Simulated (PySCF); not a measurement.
Species: C6H5F5Si.
Atom-mapped SMILES: `[F:1][C:2]([F:3])([F:4])[C:5]([F:6])([F:7])[C:8]1=[CH:9][CH:10]=[CH:11][SiH2:12]1` (hydrogens: H13 on C9; H14 on C10; H15 on C11; H16, H17 on Si12)

Computed by this run: PBE0-D3(BJ)/def2-SVP geometry optimisation, gas phase (PySCF 2.14.0); density fitting, grid level 1; the optimiser is geomeTRIC in internal coordinates, started from a GFN2-xTB structure with every atom displaced at random (about 0.01 Å).

Step 0: E = -27723.9106 eV
```
atom  x, y, z in Å  |  force x, y, z in eV/Å
F1     -1.8676    1.4793   -0.7371    0.215   0.518   0.047
C2     -2.2904    0.2952   -0.3185    0.940  -0.261  -0.661
F3     -2.1628   -0.5468   -1.3502    0.194  -0.249   0.224
F4     -3.5491    0.3843   -0.0416   -1.424   0.064   0.652
C5     -1.4299   -0.1672    0.8823   -0.195   0.108   0.440
F6     -1.9234   -1.3588    1.2966    0.276   0.017  -0.393
F7     -1.6702    0.7002    1.9158    0.166  -0.048  -0.578
C8      0.0201   -0.1837    0.5235   -1.841   1.044   1.210
C9      0.6078   -1.2400   -0.0112    0.162  -0.973  -0.610
C10     2.0115   -1.0576   -0.3453   -0.232   0.177   0.163
C11     2.5261    0.1410   -0.0534    0.698   0.772   0.108
Si12    1.2274    1.2561    0.7261   -0.140  -1.248  -0.654
H13     0.0930   -2.1765   -0.2462   -0.046  -0.019   0.118
H14     2.5475   -1.8631   -0.8027    0.608  -0.606  -0.379
H15     3.5597    0.3732   -0.2668    0.457   0.079  -0.099
H16     1.4531    1.5701    2.1356    0.138   0.271   0.467
H17     0.8307    2.4060   -0.1033    0.024   0.355  -0.055
```

Task: Estimate the geometry and energy of step 1. (The exact step hangs on the optimiser's Hessian estimate; all steps are aligned on step 0, rigid shifts and turns removed.)

Result: E = -27724.1123 eV, largest force 0.490 eV/Å
```
atom  x, y, z in Å  |  force x, y, z in eV/Å
F1     -1.9636    1.5422   -0.6930   -0.052  -0.127  -0.061
C2     -2.3541    0.3267   -0.3177   -0.232   0.005   0.340
F3     -2.2473   -0.5055   -1.3457   -0.068   0.132  -0.061
F4     -3.6356    0.3930    0.0563    0.450  -0.055  -0.186
C5     -1.4727   -0.1805    0.8508   -0.040   0.050  -0.183
F6     -1.9079   -1.4302    1.1222   -0.062   0.009   0.134
F7     -1.7470    0.6116    1.9096   -0.008  -0.044   0.094
C8     -0.0220   -0.1635    0.5364    0.181  -0.056  -0.123
C9      0.6230   -1.2307    0.0109   -0.128   0.136   0.055
C10     2.0502   -1.0606   -0.3072    0.157  -0.104  -0.102
C11     2.6009    0.1453   -0.0511   -0.144  -0.002   0.053
Si12    1.2463    1.2226    0.6798    0.040  -0.012  -0.037
H13     0.1189   -2.1820   -0.1815   -0.006  -0.046  -0.008
H14     2.6088   -1.8988   -0.7449   -0.059   0.065   0.058
H15     3.6496    0.3616   -0.2613    0.015   0.025   0.017
H16     1.5120    1.6407    2.0868   -0.022   0.003   0.004
H17     0.9239    2.4200   -0.1470   -0.021   0.020   0.006
```

The energy changes by -0.2017 eV. The first-order estimate −F·Δx gives -0.4800 eV and the mean of the old and new forces, exact on a quadratic surface, -0.2043 eV. The step makes an angle of 73° with the force vector and moves no atom by more than 0.189 Å.

The cost below is that of the whole optimisation. Hardware: one thread, Arm Neoverse V1 (aarch64), shared host. Cost: 4.1 min, 0.89 GiB resident at most.
